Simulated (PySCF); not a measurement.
## From computed data to an observable: entropy of an ideal gas

BClH2O, SMILES OBCl.

The structure is a stationary point at B3LYP-D3(BJ)/def2-TZVP. One conformer was computed; it need not be the lowest.

B3LYP-D3(BJ)/def2-TZVP (PySCF) gives the harmonic wavenumbers 383, 640, 729, 872, 1012, 1155, 1350, 2699, 3792 cm⁻¹ and the rotational temperatures 2.6408, 0.2688, 0.2440 K. The molar mass is 64.28 g/mol, the symmetry number 1, the spin multiplicity 1.

### Question
Work out the entropy at 298.15 K and 1 atm in the rigid-rotor, harmonic-oscillator model.

### Answer

Translation (Sackur–Tetrode at 1 atm): S = R[1.5 ln M + 2.5 ln T − 1.16487] = 160.7 J/(mol K).
Rotation: q = (√π/σ) T^1.5/√(θA θB θC) = 21900, S = R[ln q + 3/2] = 95.6 J/(mol K).
Vibration: with u = 1.4388 ν/T, each mode gives R[u/(e^u − 1) − ln(1 − e^−u)]:
| ν (cm⁻¹) | modes | u | S (J/(mol K)) |
|---|---|---|---|
| 383 | 1 | 1.85 | 4.30 |
| 640 | 1 | 3.09 | 1.61 |
| 729 | 1 | 3.52 | 1.14 |
| 872 | 1 | 4.21 | 0.65 |
| 1012 | 1 | 4.88 | 0.37 |
| 1155 | 1 | 5.57 | 0.21 |
| 1350 | 1 | 6.51 | 0.09 |
The stiffer modes add less than 0.005 each. Sum 8.4 J/(mol K).
Spin: R ln 1 = 0.0 J/(mol K).
Total 264.6 J/(mol K); the program's own thermochemistry gives 264.6. Translation makes up 61 % and vibration 3 %. Anharmonicity, hindered rotation and orbital degeneracy are left out.
